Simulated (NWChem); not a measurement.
## Correlation energy of AlCl

```
Al
Cl 1 2.1469
```
Charge 0, spin multiplicity 1.

The numbers come from NWChem runs, not from measurements. The geometry was optimised at PBE0/def2-SVP, a minimum by its harmonic frequencies.

Basis set: 3-21G. Each correlation energy counts from its own Hartree-Fock reference.

The correlated methods keep 10 core orbitals frozen. The structure started from a generated list of species. Coupled-cluster values serve here as a point of comparison, not as the truth.

```
method        correlation energy (mHa)
------------  ------------------------
CCSD(T)                          -89.7
MP2                              -71.0
CR-CCSD[T]                       -89.8
CCSD                                 …
CCSD+T(CCSD)                     -90.0
CCSDT                            -89.9
CR-CCSD(T)                           …
SCS-MP2                          -72.8
```

Fill in the missing entries.


- CCSD, correlation energy (mHa): -88.2
- CR-CCSD(T), correlation energy (mHa): -89.5
